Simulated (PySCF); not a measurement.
C4H7NSi, SMILES C/C(C#N)=C/[SiH3].

The structure is a stationary point at PBE0-D3(BJ)/def2-SVP. The geometry has at least one imaginary mode, so it is a saddle point at that level. The structure was generated by enumeration; whether it is a known compound was not checked.

These are PBE0-D3(BJ)/def2-SVP (PySCF 2.14.0) values and carry that method's errors.

Frequencies are harmonic and unscaled.

Computed vibrational spectrum:
| mode | ν (cm⁻¹) | IR (km/mol) | moving atoms (share of kinetic energy) |
|---|---|---|---|
| 1 | 34i | 0.1 | H 96 % |
| 2 | 109 | 4.1 | N 51 %, Si 30 %, C 11 %, H 8 % |
| 3 | 149 | 1.3 | H 70 %, C 24 % |
| 4 | 191 | 0.0 | H 59 %, C 38 % |
| 5 | 237 | 0.9 | C 58 %, H 23 %, N 16 % |
| 6 | 286 | 0.3 | C 62 %, N 23 %, H 16 % |
| 7 | 361 | 0.7 | C 44 %, Si 28 %, H 21 % |
| 8 | 588 | 20.1 | H 53 %, C 35 %, Si 8 % |
| 9 | 595 | 19.8 | H 49 %, C 45 % |
| 10 | 609 | 20.2 | C 65 %, H 19 %, Si 11 % |
| 11 | 670 | 11.1 | H 51 %, C 41 % |
| 12 | 767 | 24.9 | C 54 %, H 28 %, N 11 % |
| 13 | 831 | 9.3 | C 55 %, H 29 %, N 10 % |
| 14 | 856 | 26.4 | H 77 %, C 22 % |
| 15 | 918 | 251.8 | H 91 %, Si 9 % |
| 16 | 937 | 37.0 | H 97 % |
| 17 | 940 | 46.7 | H 97 % |
| 18 | 1025 | 2.0 | H 63 %, C 36 % |
| 19 | 1053 | 5.2 | H 63 %, C 37 % |
| 20 | 1157 | 9.6 | H 52 %, C 45 % |
| 21 | 1322 | 3.2 | C 51 %, H 45 % |
| 22 | 1392 | 5.5 | H 70 %, C 30 % |
| 23 | 1443 | 9.9 | H 97 % |
| 24 | 1452 | 18.6 | H 95 % |
| 25 | 1688 | 33.0 | C 96 % |
| 26 | 2240 | 56.3 | H 99 % |
| 27 | 2244 | 84.9 | H 96 % |
| 28 | 2248 | 102.5 | H 96 % |
| 29 | 2380 | 7.8 | C 62 %, N 38 % |
| 30 | 3059 | 6.0 | H 97 % |
| 31 | 3145 | 2.4 | H 91 %, C 9 % |
| 32 | 3172 | 1.5 | H 92 %, C 8 % |
| 33 | 3183 | 3.4 | H 90 %, C 10 % |
